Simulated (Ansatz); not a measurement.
CH₆GeSeSi (`[SiH3][GeH]1[CH2][Se]1`). Charge 0, multiplicity 1. All single points use the PBE0-D4/def2-TZVP geometry.

```xyz
10

Si   -0.721   -0.793   -1.522
Ge   -0.503    0.537    0.419
C     1.236    0.661    1.262
Se    0.171   -0.656    2.311
H    -1.967   -1.595   -1.444
H    -0.764    0.058   -2.741
H     0.464   -1.685   -1.569
H    -1.469    1.693    0.705
H     1.466    1.563    1.819
H     2.087    0.217    0.759
```

(1) What is the dipole moment at PBE/def2-TZVPP? (Estimate.)

(2) And with r2SCAN, B3LYP, ωB97M-V? (An estimate is asked.)

(3) Give the Mulliken charges with PBE, ωB97M-V, r2SCAN in def2-TZVPP. (An estimate is asked.)

## Answers

(1) Computed: 2.02 D, with components (0.10, 0.97, -1.76) D in this frame, pointing from negative to positive charge.

(2) Computed: r2SCAN 2.18 D, B3LYP 2.21 D, ωB97M-V 2.32 D.

(3) Ansatz gave: 
```json
{"atom": "Si1", "PBE": "0.09", "ωB97M-V": "0.08", "r2SCAN": "0.17"}
{"atom": "Ge2", "PBE": "0.19", "ωB97M-V": "0.11", "r2SCAN": "0.16"}
{"atom": "C3", "PBE": "-0.26", "ωB97M-V": "-0.36", "r2SCAN": "-0.21"}
{"atom": "Se4", "PBE": "-0.20", "ωB97M-V": "-0.17", "r2SCAN": "-0.22"}
{"atom": "H5", "PBE": "-0.03", "ωB97M-V": "0.00", "r2SCAN": "-0.05"}
{"atom": "H6", "PBE": "-0.03", "ωB97M-V": "-0.01", "r2SCAN": "-0.05"}
{"atom": "H7", "PBE": "-0.03", "ωB97M-V": "0.00", "r2SCAN": "-0.04"}
{"atom": "H8", "PBE": "0.01", "ωB97M-V": "0.05", "r2SCAN": "0.01"}
{"atom": "H9", "PBE": "0.13", "ωB97M-V": "0.16", "r2SCAN": "0.12"}
{"atom": "H10", "PBE": "0.13", "ωB97M-V": "0.15", "r2SCAN": "0.11"}
```

B3LYP here is the variant with VWN-RPA as its local correlation; programs differ in this.
